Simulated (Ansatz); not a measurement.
BrH2NZn, SMILES `[NH2][Zn][Br]`. The species carries charge 0 and has multiplicity 1. For Zn the d shell is correlated and the shells below it are frozen. Correlated methods include outer-core shells of Br, which these sets cover unevenly. Scalar relativity is left out up to krypton.

Cartesian coordinates in Å:
```
N -0.3876 0.5738 -0.7250
Zn 0.3464 -0.6213 0.4282
Br 1.2664 -2.2023 1.7051
H -1.3537 0.8166 -0.5519
H 0.1286 1.4332 -0.8564
```

**Question.** Give the diagnostics of a CCSD(T)/def2-TZVPP run (frozen core, Ansatz 0.2.0). (An estimate is asked.)

**Answer.** Ansatz gave: T1 = 0.0124, largest single amplitude 0.027, largest double 0.026, (T) share of the correlation energy 3.2 %, 10 CCSD cycles. The RHF solution is stable towards an unrestricted one. T1 lies under the customary mark of 0.02 for closed shells.
